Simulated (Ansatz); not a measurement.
Cost and result for the atomization energy of CH₇AlSi₂ (`C[SiH]1[AlH][SiH2]1`) (11 atoms, 11 bonds).

Z-matrix (Å, degrees):
```
C
Si 1 1.879
H 1 1.092 2 110.4
H 1 1.092 2 110.4 3 120.2
H 1 1.091 2 110.3 3 -119.9
Al 2 2.398 1 145.3 3 169.0
Si 2 2.328 1 131.3 3 70.2
H 2 1.506 1 111.3 3 -58.8
H 6 1.588 2 152.4 1 59.5
H 7 1.500 2 107.4 1 49.3
H 7 1.491 2 128.9 1 -84.4
```

Total charge 0; spin multiplicity 1. Geometry: relaxed with PBE0-D4/def2-TZVP. Program: Ansatz. All runs use 2 threads of an Arm Neoverse V2 on a shared host. Times are those of one run each, without the atoms' runs, and a repeat can differ threefold. Electronic energies, without spin–orbit coupling; frozen cores. CCSD(T)/CBS adds CCSD(T) − MP2 in def2-TZVPP to the MP2 limit, and its time is that of the two runs behind it. T1 = 0.014. B3LYP takes the VWN-RPA correlation (the form of Gaussian; ORCA's B3LYP/G).

CCSD(T)/CBS is a level of theory with its own doubt, some kJ/mol a heavy atom from the limit and from the frozen cores, so smaller differences don't rank the functionals.

```csv
level,functions,wall time
LDA (SPW92)/def2-TZVPP,255,2.3 s
CCSD(T)/def2-SVP,103,4.1 s
PBE-D4/def2-TZVPP (with forces),255,4.6 s
PBE0-D4/def2-TZVPP,255,6 s
r2SCAN-D4/def2-TZVPP (with forces),255,8.5 s
B3LYP-D4/def2-TZVPP (with forces),255,9 s
r2SCANh-D4/def2-TZVPP,255,9.5 s
PBE-QIDH/def2-TZVPP,255,10 s
ωB97X-V/def2-TZVPP,255,15 s
B97M-V/def2-TZVPP,255,18 s
MP2/def2-QZVPP,477,33 s
CCSD(T)/def2-TZVPP,255,9.8 min
CCSD(T)/CBS(def2),–,10 min
```

(1) What atomization energy does each give, and how far from CCSD(T)/CBS? (An estimate is asked.)

Answers

(1) Ansatz gave: 
```json
{"level": "LDA (SPW92)/def2-TZVPP", "atomization (kcal/mol)": "888.1", "difference from CCSD(T)/CBS": "93.6", "per bond": "8.5"}
{"level": "CCSD(T)/def2-SVP", "atomization (kcal/mol)": "743.5", "difference from CCSD(T)/CBS": "-51.0", "per bond": "-4.6"}
{"level": "PBE-D4/def2-TZVPP (with forces)", "atomization (kcal/mol)": "796.9", "difference from CCSD(T)/CBS": "2.4", "per bond": "0.2"}
{"level": "PBE0-D4/def2-TZVPP", "atomization (kcal/mol)": "793.0", "difference from CCSD(T)/CBS": "-1.5", "per bond": "-0.1"}
{"level": "r2SCAN-D4/def2-TZVPP (with forces)", "atomization (kcal/mol)": "799.8", "difference from CCSD(T)/CBS": "5.3", "per bond": "0.5"}
{"level": "B3LYP-D4/def2-TZVPP (with forces)", "atomization (kcal/mol)": "790.6", "difference from CCSD(T)/CBS": "-3.9", "per bond": "-0.4"}
{"level": "r2SCANh-D4/def2-TZVPP", "atomization (kcal/mol)": "797.0", "difference from CCSD(T)/CBS": "2.5", "per bond": "0.2"}
{"level": "PBE-QIDH/def2-TZVPP", "atomization (kcal/mol)": "788.8", "difference from CCSD(T)/CBS": "-5.7", "per bond": "-0.5"}
{"level": "ωB97X-V/def2-TZVPP", "atomization (kcal/mol)": "800.3", "difference from CCSD(T)/CBS": "5.8", "per bond": "0.5"}
{"level": "B97M-V/def2-TZVPP", "atomization (kcal/mol)": "809.0", "difference from CCSD(T)/CBS": "14.5", "per bond": "1.3"}
{"level": "MP2/def2-QZVPP", "atomization (kcal/mol)": "783.1", "difference from CCSD(T)/CBS": "-11.4", "per bond": "-1.0"}
{"level": "CCSD(T)/def2-TZVPP", "atomization (kcal/mol)": "774.1", "difference from CCSD(T)/CBS": "-20.4", "per bond": "-1.9"}
{"level": "CCSD(T)/CBS(def2)", "atomization (kcal/mol)": "794.5", "difference from CCSD(T)/CBS": "0.0", "per bond": "0.0"}
```

From BLYP to BHLYP (50 % exact exchange), in def2-TZVPP and without D4, the atomization energy moves by +2.3 kcal/mol. In def2-TZVPP, CCSD(T) changes the Hartree–Fock value by +182.8 kcal/mol (the triples alone add +10.2 kcal/mol) and MP2 by +179.8 kcal/mol; breaking electron pairs costs correlation energy, which Hartree–Fock lacks. The D4 term adds +9.4 kcal/mol with B3LYP and +5.0 kcal/mol with PBE0; it sums over pairs of atoms, weighted by their polarisabilities, and B3LYP, whose exchange is more repulsive, gets the larger term.
